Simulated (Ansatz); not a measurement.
Reaction (redistribution): `CC[O][GeH3]` + `O=CCB(F)F` → `O=C[CH2][GeH3]` + `CCOB(F)F`

Gas-phase electronic energies from Ansatz, PBE0-D4/def2-TZVP geometries. CCSD(T)/CBS adds triple-zeta CCSD(T) − MP2 to the extrapolated MP2 energy (def2 sets, frozen cores). Functionals use def2-TZVPP. For Ge outer-core shells are correlated without core-valence functions, which leaves a few kJ/mol of doubt a bond. Scalar relativity is left out up to krypton. Each species was taken in one conformer, which may not be the lowest.

| level | ΔE (kcal/mol) |
| --- | --- |
| PBE0-D4 | -23.0 |
| PBE0 | -22.8 |
| CCSD/def2-TZVPP | -22.8 |
| CCSD(T)/def2-TZVPP | -22.7 |
| MP2/def2-QZVPP | -23.0 |
| HF/CBS(def2) | -22.2 |
| MP2/CBS(def2) | -23.2 |
| CCSD/CBS(def2) | -23.1 |

Q: What does CCSD(T)/CBS give? (Estimate.)

A: The calculation gave: -23.0 kcal/mol. The listed levels differ from it by 0.0, 0.2, 0.2, 0.3, 0.0, 0.8, -0.2, -0.1 kcal/mol.

Largest T1 diagnostic among the species: 0.014.

From PBE to PBE0 (25 % exact exchange), in def2-TZVPP and without D4, ΔE moves by −0.9 kcal/mol.
